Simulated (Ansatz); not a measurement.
CH₄BrGaS (`[CH3][Ga]([SH])[Br]`). Charge 0, multiplicity 1.

```xyz
8

C    -0.010    1.272   -0.677
Ga    0.051   -0.507    0.116
S    -0.500   -0.988    2.185
Br    0.743   -2.305   -1.144
H    -0.680    1.263   -1.538
H    -0.358    2.012    0.044
H     0.986    1.548   -1.027
H    -0.232   -2.296    2.041
```

Task: List the harmonic frequencies (cm⁻¹, unscaled) at PBE0-D4/def2-TZVP in Ansatz. (Best estimate.)

Result: Ansatz gave: 45, 106, 124, 134, 285, 291, 408, 595, 680, 722, 768, 1228, 1444, 1445, 2717, 3064, 3152, 3166.

Task: Is this a minimum?

Result: Yes, all 18 modes are real.

Task: Give the ideal-gas thermochemistry at 298.15 K and 1 bar (rigid rotor, harmonic oscillator; point group Cs, symmetry number 1).

Result: Zero-point energy 121.9 kJ/mol; H(298) − E = 143.9 kJ/mol; entropy 377.2 J/(mol·K), of which translation 174.8, rotation 120.5, vibration 81.9; G(298) − E = 31.4 kJ/mol. Modes under 100 cm⁻¹ are hindered rotations or soft bends, so the harmonic entropy is rough.

Task: Rotational constants (cm⁻¹)?

Result: 0.1071, 0.04349, 0.03111.
